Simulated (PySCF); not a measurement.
Computed data sheet: `[SiH3][SiH2][SiH]([SiH3])[SiH3]`

Compound: Si₅H₁₂.
Structure used (GFN2-xTB), in Å, numbered top down from 1:
```xyz
17
Si5H12 angstrom
Si    -2.957   -1.309   -0.141
Si    -0.730   -1.345    0.480
Si     0.670    0.297   -0.425
Si     2.935   -0.239   -0.396
Si     0.233    2.405    0.458
H     -3.402    0.067   -0.383
H     -3.195   -2.049   -1.383
H     -3.876   -1.871    0.853
H     -0.632   -1.247    1.948
H     -0.166   -2.678    0.207
H      0.289    0.374   -1.858
H      3.245   -1.457   -1.149
H      3.796    0.810   -0.948
H      3.393   -0.468    0.977
H      1.337    3.347    0.259
H     -0.955    3.042   -0.113
H      0.008    2.332    1.904
```

From GFN2-xTB geometry:

```
Point group of the GFN2-xTB geometry                  : C1
Rotational constants A, B, C of the GFN2-xTB geometry : 1.788, 0.731, 0.556 GHz
```

From PBE0/pcSseg-1 ground state and GIAO shieldings, non-relativistic (PySCF):

```
Dipole moment                                               : 0.14 D
HOMO energy                                                 : -8.19 eV
LUMO energy                                                 : -0.94 eV
HOMO–LUMO gap                                               : 7.25 eV
Lowest Hirshfeld atomic charge                              : -0.08 e on H6, H9, H11, H14, H17
Highest Hirshfeld atomic charge                             : +0.22 e on Si1/Si4
1H chemical shifts (computed TMS as zero) by class          : 3.60 (H12/H13/H14/H15/H16/H17), 3.53 (H6/H7/H8), 3.48 (H9/H10), 3.26 (H11) ppm
Isotropic shieldings of nuclei other than C and H, by class : 459 (Si4/Si5), 465 (Si1), 474 (Si2), 495 (Si3) ppm
Mayer bond orders between heavy atoms                       : Si1–Si2 0.89, Si2–Si3 0.87, Si3–Si4 0.90, Si3–Si5 0.87
```

Monoisotopic mass from the formula: 151.9785 u.

The rotational constants make it an asymmetric top with κ = (2B − A − C)/(A − C) = -0.72, nearer the prolate limit (−1). In atomic units the dipole is 0.06 e·bohr (1 au = 2.5417 D). A dipole of 0.14 D is allowed in C1, and pure rotational transitions are dipole-allowed. With B = h/(8π²I), that is 505.379 GHz u Å² over I, the principal moments of inertia are 282.7, 691.3 and 908.3 u Å² (most abundant isotopes); the inertial defect Ic − Ia − Ib is -65.7 u Å² (zero for a rigid planar frame, negative otherwise).

The structure is a single GFN2-xTB conformer in the gas phase; no vibrational or solvent corrections. NMR classes are plain means over equivalent atoms (diastereotopic ones count apart unless rotation or inversion swaps them), as if these changed places fast; in this geometry the members of some classes differ.
